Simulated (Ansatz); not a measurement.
`F[Si](Cl)(Cl)S[SiH2]Cl` and `F[Si](S)(Cl)Cl` differ in one atom or group.

Ansatz, PBE0-D4/def2-TZVP geometries, multiplicity 1. Each molecule was computed in one conformer, which needn't be the lowest.

| property | `F[Si](Cl)(Cl)S[SiH2]Cl` |
| --- | --- |
| LUMO energy (ωB97M-V/def2-TZVPP) / eV | 1.44 |
| HOMO–LUMO gap (PBE0/def2-TZVPP) / eV | 7.99 |
| HOMO–LUMO gap (ωB97M-V/def2-TZVPP) / eV | 12.06 |
| LUMO energy (B3LYP/def2-TZVPP) / eV | -0.70 |
| LUMO energy (PBE/def2-TZVPP) / eV | -1.44 |
| size of the dipole moment (PBE/def2-TZVPP) / D | 0.89 |

Problem. What does the change do to each property? (An estimate is asked.)

Solution. The calculation gave: 
```
                                      property  `F[Si](S)(Cl)Cl`  shift
         LUMO energy (ωB97M-V/def2-TZVPP) / eV              1.81   0.37
          HOMO–LUMO gap (PBE0/def2-TZVPP) / eV              8.07   0.08
       HOMO–LUMO gap (ωB97M-V/def2-TZVPP) / eV             12.35   0.29
           LUMO energy (B3LYP/def2-TZVPP) / eV             -0.51   0.19
             LUMO energy (PBE/def2-TZVPP) / eV             -1.26   0.18
size of the dipole moment (PBE/def2-TZVPP) / D              1.12   0.23
```

With PBE0 the HOMO rises by 0.13 eV and the LUMO rises by 0.21 eV, so the gap widens by about 0.08 eV. PBE moves the HOMO by 0.17 eV and ωB97M-V by 0.08 eV. Dipoles are sizes alone; their direction can turn.

B3LYP here is the variant with VWN-RPA as its local correlation; programs differ in this.
